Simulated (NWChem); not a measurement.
System: GeSiH6Te; SMILES [SiH3][Te][GeH3]

The following NWChem deck was run.

```
start job
memory heap 200 mb stack 900 mb global 1100 mb
geometry units angstroms noautoz
  Te     0.696662     0.624213    -0.057179
  Si    -1.603152     1.612107     0.004229
  H     -1.426890     3.093896    -0.011142
  H     -2.330149     1.203403     1.243770
  H     -2.402344     1.186880    -1.184255
  Ge    -0.211101    -1.777303    -0.007775
  H      1.017759    -2.700613    -0.040817
  H     -1.021262    -2.012212     1.280008
  H     -1.104124    -2.032469    -1.235531
end
basis spherical
  * library sto-3g
end
dft
  xc xpbe96 cpbe96
  iterations 150
  mulliken
end
task dft energy
```

Coordinates come from a PBE0/def2-SVP (def2 core potentials past Kr) optimisation. No frequency run checked for a minimum.

**Question.** Predict the main results of this run. (PBE/STO-3G, non-relativistic.) Quantities: basis functions; energy (Ha); highest occupied level (eV); orbital gap (eV); dipole (D).

**Answer.** The number of basis functions comes out as 60 and the energy (Ha) is -8890.90. The highest occupied level (eV) comes out as -2.34. The orbital gap (eV) comes out as 4.55. The dipole (D) is 2.20.
